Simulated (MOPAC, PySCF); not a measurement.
Breaking a bond: OH (anion, charge -1), singlet.

Methods: UKS-B3LYP/6-31G* = unrestricted B3LYP/6-31G*, spherical d run with PySCF 2.14.0; PM3, restricted, heats of formation (MOPAC); UKS-BP86/6-31G* = unrestricted BP86/6-31G*, spherical d in PySCF; UCCSD(T) = PySCF 2.14.0 with CCSD(T) on UHF/aug-cc-pVDZ, 1 core orbital frozen.

Energies relative to the lowest point of each curve near equilibrium, in kcal/mol; the last columns give the difference from UCCSD(T):

```csv
R / Å,UKS-B3LYP/6-31G*,PM3,UKS-BP86/6-31G*,UCCSD(T),UKS-B3LYP/6-31G* − UCCSD(T),PM3 − UCCSD(T),UKS-BP86/6-31G* − UCCSD(T)
0.73,63.4,38.4,65.9,62.6,0.8,-24.2,3.3
0.77,40.0,23.8,42.2,39.0,1.0,-15.2,3.2
0.83,17.6,9.2,19.1,16.4,1.2,-7.3,2.7
0.87,8.8,3.5,9.8,7.7,1.1,-4.2,2.1
0.91,3.4,0.6,4.1,2.6,0.8,-2.0,1.5
0.95,0.7,0.0,1.0,0.3,0.4,-0.3,0.7
0.97,0.1,0.4,0.2,0.0,0.1,0.4,0.2
0.98,0.0,0.8,0.0,0.0,0.0,0.8,0.0
1.02,0.4,3.3,0.0,1.0,-0.6,2.2,-1.0
1.07,2.5,8.0,1.7,4.0,-1.5,4.0,-2.3
1.12,5.8,13.9,4.6,8.3,-2.5,5.6,-3.6
1.20,12.6,24.6,10.9,16.7,-4.1,7.9,-5.8
1.31,23.2,39.2,21.0,29.7,-6.5,9.5,-8.7
1.46,38.0,56.4,35.0,47.3,-9.3,9.1,-12.3
1.60,50.7,71.8,47.2,61.6,-10.9,10.2,-14.4
1.72,59.5,86.2,55.6,72.1,-12.6,14.1,-16.5
1.94,70.6,113.5,66.5,87.5,-16.9,26.0,-21.1
2.12,75.5,131.8,72.4,96.3,-20.8,35.5,-23.9
2.39,78.8,150.9,77.4,103.3,-24.5,47.6,-25.9
2.61,80.0,161.8,79.0,105.9,-25.9,55.8,-27.0
2.87,81.3,171.0,79.7,107.5,-26.3,63.4,-27.9
3.40,83.3,181.5,80.3,108.9,-25.6,72.6,-28.7
3.85,83.9,185.8,79.9,109.4,-25.5,76.4,-29.5
```

UKS-B3LYP/6-31G* is furthest from UCCSD(T) at 2.87 (-26.3 kcal/mol, below); its mean absolute difference over the points is 9.5 kcal/mol.

PM3 is furthest from UCCSD(T) at 3.85 (76.4 kcal/mol, above); its mean absolute difference over the points is 21.5 kcal/mol.

UKS-BP86/6-31G* is furthest from UCCSD(T) at 3.85 (-29.5 kcal/mol, below); its mean absolute difference over the points is 11.4 kcal/mol.

The unrestricted determinant behind UKS-B3LYP/6-31G*, UKS-BP86/6-31G* is spin-contaminated at 1.60 to 3.85 Å (<S²> up to 1.0, against 0.00 for a pure singlet). Where the anion isn't bound against loss of the electron, the finite basis alone holds it. The restricted form behind PM3 keeps the bonding electrons paired and can't separate into open-shell fragments. The unrestricted determinant behind UCCSD(T) is spin-contaminated at 1.31 to 3.85 Å (<S²> up to 1.0, against 0.00 for a pure singlet).
